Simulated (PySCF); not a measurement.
# Two-dimensional NMR puzzle

Compound of formula C5H5N3OSi. Correlations simulated from computed shifts and the bond graph:

HSQC (one-bond C–H):
```tsv
δH	δC
11.93	236.1
2.43	34.8
```

COSY cross peaks (H two or three bonds apart, from the bond graph; peaks can be absent where the dihedral angle is near 90°):
```tsv
δH	δH
11.93	4.99
```

HMBC (two and three bonds, from the bond graph):
```tsv
δH	δC
11.93	120.9
4.99	236.1, 165.2, 120.9
2.43	165.2, 119.5
```

Carbons without hydrogens: δ 165.2, 120.9, 119.5.

Theoretical values (PySCF 2.14.0 with density-fitted response routines): GFN2-xTB geometry, NMR shieldings at PBE0/pcSseg-1/GIAO. Non-relativistic, fast rotation and ring inversion assumed for equivalent nuclei, no solvent model, one conformer.

Shifts are taken against calculated references (same method and geometry level): ¹H, ¹³C vs TMS.

Exchangeable hydrogens are left out of these lists.

Task: Work out the connectivity.

Result: SMILES N#C[Si@@H](/N=C(\C)C#N)C=O.

Structure with atom numbers: `[CH3:1]/[C:2]([C:3]#[N:4])=[N:5]\[Si@H:6]([C:7]#[N:8])[CH:9]=[O:10]`; H(Xn) means a hydrogen on atom n.

δC 236.1 is C9, a carbonyl carbon (δH 11.93). δC 165.2 is C2, a C=N carbon. δC 120.9 is C7, a nitrile carbon. δC 119.5 is C3, a nitrile carbon. δC 34.8 is C1, a methyl carbon (δH 2.43). HMBC from δH 11.93 reaches the proton-free carbon C7. HMBC from δH 4.99 reaches the proton-free carbons C2, C7. HMBC from δH 2.43 reaches the proton-free carbons C2, C3. COSY links 11.93–4.99.

The shifts were computed for this structure.

Shifts are as computed. Against solution values, carbons near 30 ppm lie about +3 ppm off and those near 130 ppm about +5 ppm. Of 1211 compounds with measured shifts, 218 miss one by over three times the rms of a fit or turn the order of signals round; such compounds aren't used in these exercises.
